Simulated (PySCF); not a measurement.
**Adding and removing an electron: AlTl**

TPSSh; Al def2-SVPD, Tl def2-SVPD with ECP60; scalar-relativistic core potentials (PySCF 2.14). Neutral (UKS): triplet (σ ↑, π ↑), Re = 2.940 Å, ωe = 177 cm⁻¹, De = 1.35 eV, HOMO -3.78 eV, LUMO -2.95 eV.

AlTl⁺ (UKS): doublet (σ ↑), Re = 3.510 Å, ωe = 101 cm⁻¹. The energies at the minima are -414.78116 hartree for AlTl and -414.57678 for AlTl⁺.

Question: Work out the adiabatic ionisation energy, without and with harmonic zero-point energies (1 hartree = 27.2114 eV, 1 eV = 8065.5 cm⁻¹), and the change of the bond length.

Answer: At TPSSh: 0.20438 hartree = 5.561 eV between the minima; the zero-point term (101.0 − 177.0)/2 cm⁻¹ = -0.005 eV makes it 5.557 eV. Re changes by +57.0 pm against the neutral. The electron leaves a π orbital, and the ion is left as a loose complex of an ion and an atom.

These are scalar-relativistic numbers at best; spin–orbit coupling would shift them, the dissociation energy most. States were picked by a PBE0 search and need not be the measured ground states.
